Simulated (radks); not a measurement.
Effect of the nuclear size on the nickel ion Ni+, [Ar] 3d9. Method: Dirac Kohn-Sham, exchange-only LDA, spin-unpolarised, spherical densities, finite nucleus; open shells are shared between the two j in proportion to 2j + 1; Fermi nuclear charge, rms radius 3.7757 fm; computed with a radial shooting solver on a logarithmic mesh with Libxc functionals. The rms radius is varied about that value; shifts are against it.

| rms radius (fm) | total energy shift (eV) | density at nucleus (e/bohr^3) | 1s1/2 shift (meV) | 2s1/2 shift (meV) | 3s1/2 shift (meV) |
|---|---|---|---|---|---|
| 3.1074 | -0.0508 | 1.967e+04 | -21.6 | -2.02 | -0.304 |
| 3.5643 | -0.0171 | 1.954e+04 | -7.27 | -0.680 | -0.102 |
| 3.7757 | 0 | 1.949e+04 | 0.000 | 0.000 | 0.000 |
| 4.0324 | 0.0220 | 1.942e+04 | 9.36 | 0.875 | 0.132 |
| 4.6441 | 0.0799 | 1.929e+04 | 34.0 | 3.18 | 0.478 |

Slopes of the eigenvalues against <r^2> in GHz/fm^2, as finite differences over the two radii next to the reference (eigenvalue slopes, not the field-shift constants of lines): 1s1/2 1130, 2s1/2 106, 3s1/2 15.9.
